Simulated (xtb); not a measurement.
xtb input (GFN2-xTB):

```bash
xtb mol.xyz --gfn 2 --sp --chrg 1 --uhf 0
```
mol.xyz:
```
3

La     0.34055592    -0.02857962     0.43619663
Cl     1.01902049     0.40484460    -1.94922328
Cl    -2.16088446    -0.30901882     0.48668164
```

End of the output:

```
         :::::::::::::::::::::::::::::::::::::::::::::::::::::
         ::                     SUMMARY                     ::
         :::::::::::::::::::::::::::::::::::::::::::::::::::::
         :: total energy              -9.940473208037 Eh    ::
         :: gradient norm              0.020022126692 Eh/a0 ::
         :: HOMO-LUMO gap              1.475408758371 eV    ::
         ::.................................................::
         :: SCC energy                -9.945589635466 Eh    ::
         :: -> isotropic ES            0.097362262546 Eh    ::
         :: -> anisotropic ES         -0.001598304435 Eh    ::
         :: -> anisotropic XC         -0.008750899808 Eh    ::
         :: -> dispersion             -0.002582642501 Eh    ::
         :: repulsion energy           0.005116427430 Eh    ::
         :: add. restraining           0.000000000000 Eh    ::
         :: total charge               0.999999999998 e     ::
         :::::::::::::::::::::::::::::::::::::::::::::::::::::

           -------------------------------------------------
          |                Property Printout                |
           -------------------------------------------------

    * Orbital Energies and Occupations

         #    Occupation            Energy/Eh            Energy/eV
      -------------------------------------------------------------
         1        2.0000           -1.2855640             -34.9820
         2        2.0000           -1.2730220             -34.6407
         3        2.0000           -0.7775537             -21.1583
         4        2.0000           -0.6471304             -17.6093
         5        2.0000           -0.6448307             -17.5467
         6        2.0000           -0.6410894             -17.4449
         7        2.0000           -0.6351962             -17.2846
         8        2.0000           -0.6327010             -17.2167 (HOMO)
         9                         -0.5784807             -15.7413 (LUMO)
        10                         -0.5669475             -15.4274
        11                         -0.5661571             -15.4059
        12                         -0.5642172             -15.3531
        13                         -0.5634687             -15.3328
        14                         -0.5366712             -14.6036
        15                         -0.2066357              -5.6228
        16                         -0.1855451              -5.0489
        17                         -0.1844815              -5.0200
        18                         -0.1840177              -5.0074
        19                         -0.1835070              -4.9935
       ...                                ...                  ...
        27                          0.2677701               7.2864
      -------------------------------------------------------------
                  HL-Gap            0.0542203 Eh            1.4754 eV
             Fermi-level           -0.6055586 Eh          -16.4781 eV

     #   Z          covCN         q      C6AA      α(0)
     1  57 La       1.414     0.763  1826.659   162.660
     2  17 Cl       0.707     0.118    95.384    14.938
     3  17 Cl       0.707     0.118    95.384    14.938

 Mol. C6AA /au·bohr⁶  :       3608.881191
 Mol. C8AA /au·bohr⁸  :     641713.042915
 Mol. α(0) /au        :        192.535312
Note: The following floating-point exceptions are signalling: IEEE_UNDERFLOW_FLAG IEEE_DENORMAL
normal termination of xtb

Wiberg/Mayer (AO) data.
largest (>0.10) Wiberg bond orders for each atom

 ---------------------------------------------------------------------------
     #   Z sym  total        # sym  WBO       # sym  WBO       # sym  WBO
 ---------------------------------------------------------------------------
     1  57 La   2.337 --     3 Cl   1.168     2 Cl   1.168
     2  17 Cl   1.587 --     1 La   1.168     3 Cl   0.418
     3  17 Cl   1.587 --     1 La   1.168     2 Cl   0.418
 ---------------------------------------------------------------------------

Topologies differ in total number of bonds
Writing topology from bond orders to xtbtopo.mol

molecular dipole:
                 x           y           z       tot (Debye)
 q only:        0.235      -0.020       0.302
   full:        0.334      -0.028       0.428       1.382
molecular quadrupole (traceless):
                xx          xy          yy          xz          yz          zz
 q only:        1.562       0.646      -2.366      -1.321      -0.647       0.805
  q+dip:        2.305       0.943      -3.548      -1.841      -0.960       1.243
   full:        0.214       0.107      -0.224      -0.378      -0.080       0.010

           -------------------------------------------------
          | TOTAL ENERGY               -9.940473208037 Eh   |
          | GRADIENT NORM               0.020022126692 Eh/α |
          | HOMO-LUMO GAP               1.475408758371 eV   |
           -------------------------------------------------

------------------------------------------------------------------------
------------------------------------------------------------------------
 total:
 SCF:
```
